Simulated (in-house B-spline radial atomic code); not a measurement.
**RPA and G0W0 on BHandHLYP: Tc⁺**

Configuration [Kr] 4d5 5s1, highest spin, mean-field start BHandHLYP. Computed with an all-electron radial atomic-structure program (B-spline basis): all electrons, scalar-relativistic (spin-free one-electron X2C), finite nucleus, each spin shell either full or empty, empty states to l = 9 with an (l + 1/2)⁻⁴ tail; G0W0 by contour deformation at full frequency.

RPA overbinds a lone outer s electron by self-correlation, and G0W0 tends to as well.

Command:
```bash
python run_gw.py task.json out
```
Settings (radii: box in bohr, nucleus in fm):
```
Z                        43
electrons                42
configuration            [Kr] 4d5 5s1
hamiltonian              x2c
method                   bhandhlyp
lmax                     9
rms_radius               4.41117
spin_polarised           True
box_radius               23.78
intervals                70
ion_configuration        [Kr] 4d5
```

Run time, properties included: 11 s on 1 thread of Arm Neoverse V1, with other jobs on the host.

Energies (hartree):

```json
{"term": "mean-field total", "value": "-4285.06289"}
{"term": "Hartree-Fock functional on these orbitals", "value": "-4282.88914"}
{"term": "direct second order", "value": "-3.3807"}
{"term": "second-order exchange", "value": "0.99256"}
{"term": "SOSEX correction", "value": "0.92446"}
```

What is the RPA correlation energy, and what remains with SOSEX?

RPA gives -2.9994 hartree (-1.94 eV per electron); RPA + SOSEX gives -2.075, and the second-order doubles -2.3881 hartree (no singles). SOSEX takes back 31 % of the RPA value.

Quasi-particle levels (eV):

```csv
level,occupied,mean field,Σx - vxc,Σc,QP weight,G0W0
5s up,yes,-13.275,-1.22,?,?,?
4d up,yes,-18.370,-2.95,0.22,0.907,-21.093
4p down,yes,-55.15,-3.32,1.11,0.880,-57.36
5s down,no,-8.531,3.46,-1.95,0.936,-7.012
```

G0W0 = mean field + (Σx - vxc) + Σc, with Σc (partial-wave tail included) taken at the quasi-particle energy. Only the outer levels were computed. Levels of low weight are left out.

Where does G0W0 put 5s up?

At -15.724 eV, with Σc = -1.23 eV and a quasi-particle weight of 0.952. The tabulated removal energy is 15.260 eV (NIST, semi-empirical); the calculation leaves out spin-orbit coupling, Breit and QED terms, and what these don't explain is the method's own error.

What does it cost to remove one electron (to [Kr] 4d5) by differences of total energies, each species on its own start (correlation terms add to the Hartree-Fock functional)?

BHandHLYP 14.901 eV, Hartree-Fock functional 14.229 eV, + RPA 15.582 eV, + RPA + SOSEX 14.954 eV, + second order 15.539 eV. Tabulated: 15.260 eV (NIST, semi-empirical); the calculation leaves out spin-orbit coupling, Breit and QED terms, and what these don't explain is the method's own error.
